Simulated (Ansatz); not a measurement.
Total energies of ZrFCl3 (ZrCl₃F) from Ansatz at PBE0-D4/def2-TZVPD, gas phase (1 Eh = 27.2114 eV = 2625.5 kJ/mol). The reference geometry is relaxed at PBE0-D4/def2-SVP.

Cartesian coordinates in Å:
```
Zr -0.0724 -0.0164 -0.0398
F -1.6892 -0.3828 -0.9276
Cl 1.7088 -0.6594 -1.3928
Cl -0.0082 -1.2064 1.9594
Cl 0.0610 2.2651 0.4008
```

| state | geometry | energy (Eh) |
| --- | --- | --- |
| charge 0 singlet | reference | -1527.36487 |
| charge -1 doublet | reference | -1527.39241 |
| charge -1 doublet | relaxed at PBE0-D4/def2-SVPD | -1527.41421 |
| free Zr atom (triplet) | – | -46.88229 |
| free F atom (doublet) | – | -99.67703 |
| free Cl atom (doublet) | – | -459.99797 |

In the def2 sets Zr takes a core potential; there is no spin–orbit coupling.

(1) Work out the vertical electron affinity, to the doublet.

(2) How much does the charge -1 doublet relax, and what is the adiabatic electron affinity?

(3) What is the binding energy per atom against free atoms?

(1) E(charge 0 singlet) − E(charge -1 doublet) = -1527.36487 − (-1527.39241) = 0.02754 Eh = 0.75 eV.

(2) Relaxation: -1527.39241 − (-1527.41421) = 0.02180 Eh = 0.59 eV. Adiabatic electron affinity: 0.04934 Eh = 1.34 eV, without zero-point energy. 

(3) Atoms: 1 × (-46.88229) + 1 × (-99.67703) + 3 × (-459.99797) = -1526.55323 Eh. Binding: -1526.55323 − (-1527.36487) = 0.81164 Eh = 22.09 eV, or 4.42 eV for each of 5 atoms (no zero-point energy, no counterpoise term).

At PBE0-D4/def2-TZVPD the highest occupied level of the charge -1 doublet lies above zero (up to 1.11 eV). By energy differences its removal costs 0.75 eV (vertical, to the charge 0 singlet, at PBE0-D4/def2-TZVPD); a positive level beside a positive removal energy at the same level points to self-interaction error.
